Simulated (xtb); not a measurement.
Input for xtb: GFN2-xTB on NbN, 2S+1 = 3, a spin state set in the input, which need not be the lowest, a point of a bond scan (R = 1.688 Å).

```
$ xtb mol.xyz --gfn 2 --sp --chrg 0 --uhf 2
2

Nb     0.00000000     0.00000000     0.00000000
N      0.00000000     0.00000000     1.68825600
```

The head of its log:

```
[...]
           -------------------------------------------------
          |                Calculation Setup                |
           -------------------------------------------------



           -------------------------------------------------
          |                 G F N 2 - x T B                 |
           -------------------------------------------------

        Reference                      10.1021/acs.jctc.8b01176
      * Hamiltonian:
        H0-scaling (s, p, d)           1.850000    2.230000    2.230000
        zeta-weighting                 0.500000
      * Dispersion:
        s8                             2.700000
        a1                             0.520000
        a2                             5.000000
        s9                             5.000000
      * Repulsion:
        kExp                           1.500000    1.000000
        rExp                           1.000000
      * Coulomb:
        alpha                          2.000000
        third order                    shell-resolved
        anisotropic                    true
        a3                             3.000000
        a5                             4.000000
        cn-shift                       1.200000
        cn-exp                         4.000000
        max-rad                        5.000000


          ...................................................
          :                      SETUP                      :
          :.................................................:
          :  # basis functions                  14          :
          :  # atomic orbitals                  13          :
          :  # shells                            5          :
          :  # electrons                        10          :
          :  max. iterations                   250          :
          :  Hamiltonian                  GFN2-xTB          :
          :  restarted?                      false          :
          :  GBSA solvation                  false          :
          :  PC potential                    false          :
          :  electronic temp.          300.0000000     K    :
          :  accuracy                    1.0000000          :
          :  -> integral cutoff          0.2500000E+02      :
          :  -> integral neglect         0.1000000E-07      :
          :  -> SCF convergence          0.1000000E-05 Eh   :
          :  -> wf. convergence          0.1000000E-03 e    :
          :  Broyden damping             0.4000000          :
          :  net charge                          0          :
          :  unpaired electrons                  2          :
          ...................................................

 iter      E             dE          RMSdq      gap      omega  full diag
   1      2.8010725  0.280107E+01  0.623E+01    3.07       0.0  T
   2     -0.3647421 -0.316581E+01  0.536E+01    0.83       1.0  T
```

Question: What total energy does the run end on?

Answer: -4.6271 hartree.
